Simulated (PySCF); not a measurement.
Molecule: SMILES C=CC[SiH2]C=C. Atoms near the plane z = 0.8 Å, at the GFN2-xTB optimised geometry (x, y, z in Å): C1 (1.1, -0.6, 0.0), C2 (-0.2, -0.6, 0.0), C3 (-1.0, 0.6, 0.0), H7 (1.7, 0.3, 0.0), H8 (1.7, -1.5, 0.0), H9 (-0.7, -1.5, 0.0), H10 (-0.4, 1.5, 0.1), H11 (-1.7, 0.6, 0.9).

Calculation: CAM-B3LYP/def2-TZVP run with PySCF. The values are rescaled to run from 0 to 1.

```
|9999999999999999999999999|
|9999999999999999999999999|
|9999999999999999999999999|
|9999999999999999999999999|
|9999999999999999999999999|
|9999999999999999999999999|
|9999999999999999999999999|
|9999999999999999999999999|
|9999999999999999999999999|
|9999999999999999999999999|
|9999998069999999999999999|
|9999999689999999999999999|
|9999999999999999999999999|
|9999999999999999999999999|
|9999999999999999999999999|
|9999999999999999999999999|
|9999999999999999999999999|
|9999999999999999999999999|
|9999999999999999999999999|
|9999999999999999999999999|
|9999999999999999999999999|
|9999999999999999999999999|
|9999999999999999999999999|
|9999999999999999999999999|
|9999999999999999999999999|
```
Scale: ten equal steps from 0.000 (start of '0') to 1.00 (end of '9'), in the order '0123456789'; x runs from -4.00 to 4.00, y from -4.00 (bottom) to 4.00 (top).

### Question
Which quantity is mapped?
A. deformation density (molecule minus spherical neutral atoms)
B. electrostatic potential
C. Laplacian of the electron density
D. electron localisation function

### Answer
C, Laplacian of the electron density. In full: Laplacian of the electron density (e/bohr⁵), clipped to [-1.50, 1.50].
